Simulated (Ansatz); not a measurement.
Job for Ansatz (an electronic-structure program): U-wB97M-V/def2-TZVPP on CHF2 (SMILES F[CH]F), 2S+1 = 2, atoms moved off the minimum.

Ansatz 0.2 input:
```yaml
crystal:
  periodic: [false, false, false]
  atoms:
    - {symbol: F, position_ang: [-1.08609880, -0.23875115, -0.03403686]}
    - {symbol: C, position_ang: [0.02241642, 0.42282050, 0.30709667]}
    - {symbol: F, position_ang: [1.11174951, -0.31262952, -0.12492203]}
    - {symbol: H, position_ang: [-0.04445843, 1.50078945, -0.08062053]}
basis:
  gaussian:
    orbitals: def2-TZVPP
hamiltonian:
  xc: {name: wB97M-V}
magnetization: {spin_polarized: true, initial_magnetization: 1}
output: {forces: true}
```

Q: What total energy does the run end on?

A: -238.3512 hartree.
